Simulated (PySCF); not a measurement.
InCl and its ions

PBE0; PySCF, scalar-relativistic core potentials, basis sets In aug-cc-pVDZ-PP with ECP28, Cl aug-cc-pV(D+d)Z. Neutral (UKS): singlet (closed shell), Re = 2.451 Å, ωe = 304 cm⁻¹, De = 4.55 eV, HOMO -7.36 eV, LUMO -1.89 eV.

InCl⁻ (UKS): doublet (π ↑), Re = 2.610 Å, ωe = 215 cm⁻¹, De = 1.38 eV to In + Cl⁻. The energies at the minima are -650.26815 hartree for InCl and -650.28519 for InCl⁻.

**Question.** Work out the adiabatic electron affinity, without and with harmonic zero-point energies (1 hartree = 27.2114 eV, 1 eV = 8065.5 cm⁻¹), and the change of the bond length.

**Answer.** At PBE0: 0.01704 hartree = 0.464 eV between the minima; the zero-point term (304.0 − 215.0)/2 cm⁻¹ = +0.006 eV makes it 0.469 eV. Re changes by +15.9 pm against the neutral. The electron enters a π orbital; in so polar a molecule the change of length follows mostly from the change of the ionic charges.

These are scalar-relativistic numbers at best; spin–orbit coupling would shift them, the dissociation energy most. For an ion De counts to the pair picked by the measured ionisation energies or electron affinities, which need not be the lowest pair at this level. The highest Kohn–Sham level is positive in this anion. Much of that is self-interaction error, but it also means that the finite basis helps to hold the extra electron. States were picked by a PBE0 search and need not be the measured ground states.
